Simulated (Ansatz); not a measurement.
System: sum formula WO$_{2}$H$_{2}$ (charge 0, triplet). The spin state was set by rule; other spins were not relaxed. SMILES: [OH][W][OH]
Structure (B3LYP-D3(BJ)/def2-TZVP (Ansatz, a program for electronic structure) minimum search):
```xyz
5

W     -0.0002     0.0001    -0.0002
O      1.3301     0.2506    -1.2372
H      2.0248     0.3799    -1.8799
O     -1.3286    -0.2515     1.2386
H     -2.0188    -0.3836     1.8856
```
Charge 0, spin multiplicity 3.

Parts of the frozen-core correlation energy in def2-SVP (Ansatz, hartree). Frozen orbitals: 6; correlated occupied orbitals by spin: 11 and 9; virtual: 53 and 55. UHF or UKS for open shells. No spin-orbit coupling. Past Kr the def2 sets carry scalar-relativistic core potentials.

| term | value |
|---|---|
| reference (HF) | -217.18589 |
| MP2 opposite-spin | (withheld) |
| MP2 same-spin | (withheld) |
| CCSD correlation | (withheld) |
| (T) | -0.01706 |
| T1 diagnostic | 0.025 |
| largest doubles amplitude | 0.045 |
| <S^2> of the reference | 2.041 |

**Question.** Some entries are withheld; supply them.

**Answer.** 
- MP2 opposite-spin, value: -0.35995
- MP2 same-spin, value: -0.14537
- CCSD correlation, value: -0.51667
